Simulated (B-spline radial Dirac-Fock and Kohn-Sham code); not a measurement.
## Elastic electron scattering at 100 eV, Sn to Tm

Model: relativistic (Dirac) partial waves in the static field of the Dirac-Fock atom with Furness-McCarthy exchange, without polarisation or absorption potentials. Program: a radial finite-basis atomic code. Below a few hundred eV the neglected polarisation potential matters, most of all at small angles. σ_tr1 and σ_tr2 weight the cross section with 1 − P₁ and 1 − P₂ of cos θ; "backward" is the share scattered beyond 90°.

```tsv
Z	element	σ (a₀²)	σ_tr1 (a₀²)	σ_tr2 (a₀²)	backward (%)	dσ/dΩ at 90° (a₀²/sr)
50	Sn	20.1	10.3	11.6	19	1.09
51	Sb	17.8	10.1	10.7	22	1.07
52	Te	15.9	9.68	9.62	25	1.01
53	I	14.6	9.06	8.48	27	0.907
54	Xe	13.9	8.30	7.40	27	0.770
55	Cs	30.4	8.12	8.00	11	0.742
56	Ba	44.6	8.19	9.08	7.3	0.695
57	La	47.9	7.99	9.55	6.3	0.571
58	Ce	47.2	7.34	8.97	5.7	0.405
59	Pr	43.0	6.36	7.42	5.6	0.248
60	Nd	42.3	5.88	7.03	5.1	0.152
61	Pm	41.6	5.46	6.72	4.8	0.0831
62	Sm	40.8	5.12	6.50	4.4	0.0382
63	Eu	40.1	4.83	6.34	4.1	0.0140
63	Eu	40.1	4.83	6.34	4.1	0.0140
64	Gd	43.0	4.93	7.28	3.4	0.00383
65	Tb	38.7	4.41	6.20	3.7	0.0142
66	Dy	38.0	4.26	6.19	3.6	0.0321
67	Ho	37.4	4.15	6.22	3.5	0.0580
68	Er	36.7	4.08	6.27	3.5	0.0895
69	Tm	36.1	4.02	6.35	3.5	0.125
```

Values without a named source are computed, but for edge energies of neutral atoms, which are taken from tables.
